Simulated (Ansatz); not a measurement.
Steps of a relaxation of CH4OSiTe (`[TeH][SiH]1CO1`) with RKS PBE-D4/def2-SVP.

```sh
$ ansatz run in.yaml --threads 4 --pin off --events-out ev --progress --plain --max-ram 10444MiB
```

```yaml
crystal:
  periodic: [false, false, false]
  atoms:
    - {symbol: Te, position_ang: [-1.149700, 1.822400, -1.263000]}
    - {symbol: Si, position_ang: [0.315800, 0.782800, 0.369800]}
    - {symbol: C, position_ang: [0.230100, -1.052200, 0.406200]}
    - {symbol: O, position_ang: [1.255500, -0.508800, -0.446500]}
    - {symbol: H, position_ang: [-2.102300, 0.386800, -1.436900]}
    - {symbol: H, position_ang: [1.304900, 1.567600, 1.146400]}
    - {symbol: H, position_ang: [-0.550500, -1.534200, -0.116100]}
    - {symbol: H, position_ang: [0.788400, -1.521400, 1.284300]}
basis:
  gaussian: {orbitals: def2-SVP}
hamiltonian: {xc: pbe, dispersion: d4}
relax: {f_tol: 0.03, max_steps: 200}
```

Positions (Å) and forces (eV/Å) along the path, 10 of 10 steps:

```xyz
8
step=1 energy=-18306.6146 eV
Te   -1.150    1.822   -1.263   -0.972    0.302   -0.595
Si    0.316    0.783    0.370    1.115   -1.273   -0.793
C     0.230   -1.052    0.406    2.994    0.512    1.924
O     1.256   -0.509   -0.447   -0.578    1.089    0.024
H    -2.102    0.387   -1.437    0.479    0.524    0.209
H     1.305    1.568    1.146   -0.172    0.349    0.254
H    -0.550   -1.534   -0.116   -1.537   -1.223   -0.528
H     0.788   -1.521    1.284   -1.330   -0.280   -0.495
8
step=2 energy=-18306.9622 eV
Te   -1.243    1.994   -1.305    0.310   -0.271    0.375
Si    0.320    0.726    0.243    0.756   -0.318   -0.589
C     0.309   -1.118    0.424    0.565    0.513    0.704
O     1.308   -0.565   -0.466   -0.539    0.776    0.154
H    -2.018    0.510   -1.358   -0.203   -0.035   -0.152
H     1.173    1.611    1.112   -0.183   -0.043   -0.053
H    -0.510   -1.659   -0.063   -0.265   -0.483   -0.064
H     0.753   -1.558    1.357   -0.441   -0.139   -0.375
8
step=3 energy=-18307.0516 eV
Te   -1.223    1.958   -1.213   -0.054    0.264   -0.104
Si    0.415    0.725    0.188   -0.320   -0.508    0.222
C     0.322   -1.114    0.461   -0.310    0.388    0.041
O     1.319   -0.566   -0.457    0.506   -0.098   -0.201
H    -2.162    0.592   -1.471    0.050   -0.098    0.034
H     1.154    1.650    1.101    0.033    0.033   -0.026
H    -0.455   -1.724   -0.054    0.036    0.065    0.182
H     0.722   -1.578    1.389    0.059   -0.046   -0.147
8
step=4 energy=-18307.0011 eV rejected
Te   -1.219    2.022   -1.197   -0.161   -0.086    0.002
Si    0.360    0.691    0.187    0.489   -0.032   -0.044
C     0.299   -1.107    0.527    0.684    0.401   -0.984
O     1.313   -0.552   -0.508   -0.888   -0.125    0.764
H    -2.087    0.617   -1.516   -0.009    0.029   -0.073
H     1.095    1.658    1.060    0.034   -0.005    0.077
H    -0.458   -1.737    0.056   -0.458   -0.194   -0.322
H     0.791   -1.650    1.335    0.310    0.012    0.579
8
step=5 energy=-18307.0770 eV
Te   -1.230    1.985   -1.217   -0.018   -0.016    0.025
Si    0.389    0.714    0.198    0.017   -0.099    0.033
C     0.313   -1.106    0.474    0.055    0.106   -0.071
O     1.311   -0.562   -0.474   -0.038   -0.005    0.036
H    -2.110    0.575   -1.480    0.029    0.009   -0.015
H     1.142    1.647    1.095   -0.002    0.000   -0.019
H    -0.480   -1.708   -0.013   -0.017   -0.020    0.027
H     0.758   -1.602    1.361   -0.025    0.024   -0.017
8
step=6 energy=-18307.0812 eV
Te   -1.263    1.997   -1.159   -0.017   -0.030    0.017
Si    0.382    0.710    0.209   -0.019    0.070   -0.021
C     0.312   -1.102    0.479   -0.082   -0.018   -0.007
O     1.272   -0.562   -0.506    0.032   -0.024   -0.001
H    -2.042    0.557   -1.550    0.013    0.021   -0.013
H     1.156    1.641    1.087    0.021    0.013    0.005
H    -0.506   -1.704    0.033    0.007   -0.006   -0.008
H     0.782   -1.594    1.352    0.046   -0.027    0.028
8
step=7 energy=-18307.0816 eV
Te   -1.281    1.986   -1.137   -0.012    0.046   -0.010
Si    0.389    0.717    0.210   -0.016    0.013   -0.001
C     0.304   -1.095    0.477   -0.039   -0.036    0.033
O     1.270   -0.561   -0.505    0.027   -0.014   -0.027
H    -2.020    0.538   -1.562    0.003   -0.009   -0.007
H     1.175    1.642    1.084    0.002    0.022    0.003
H    -0.516   -1.692    0.028    0.004    0.002   -0.002
H     0.772   -1.593    1.349    0.031   -0.024    0.011
8
step=8 energy=-18307.0830 eV
Te   -1.293    2.001   -1.118   -0.001    0.003    0.004
Si    0.379    0.713    0.213    0.010   -0.042    0.000
C     0.306   -1.101    0.489    0.001    0.003    0.006
O     1.246   -0.566   -0.520   -0.014    0.033    0.007
H    -1.997    0.555   -1.607   -0.001    0.000   -0.008
H     1.170    1.644    1.079    0.003   -0.006   -0.012
H    -0.521   -1.704    0.062    0.003    0.007   -0.003
H     0.803   -1.599    1.346   -0.002    0.002    0.006
8
step=9 energy=-18307.0827 eV rejected
Te   -1.312    2.002   -1.090   -0.005    0.009   -0.010
Si    0.371    0.709    0.221    0.027    0.012   -0.029
C     0.307   -1.104    0.494   -0.020    0.018    0.002
O     1.238   -0.563   -0.522   -0.012   -0.022    0.011
H    -1.979    0.560   -1.641    0.000   -0.001    0.003
H     1.184    1.643    1.062   -0.018    0.007    0.024
H    -0.522   -1.707    0.069   -0.003   -0.004    0.005
H     0.805   -1.597    1.352    0.030   -0.019   -0.007
8
step=10 energy=-18307.0832 eV
Te   -1.301    2.003   -1.106   -0.002    0.002    0.000
Si    0.376    0.711    0.215    0.007   -0.017   -0.003
C     0.306   -1.102    0.492   -0.002   -0.002    0.007
O     1.240   -0.565   -0.524   -0.006    0.013    0.003
H    -1.988    0.558   -1.623    0.000    0.001   -0.004
H     1.173    1.643    1.074    0.000   -0.001   -0.003
H    -0.523   -1.706    0.069    0.003    0.005    0.000
H     0.808   -1.598    1.347    0.001   -0.001    0.000
```

Run time 13 s (4 threads of an Arm Neoverse V1 on a shared host); peak host memory 0.15 GiB.
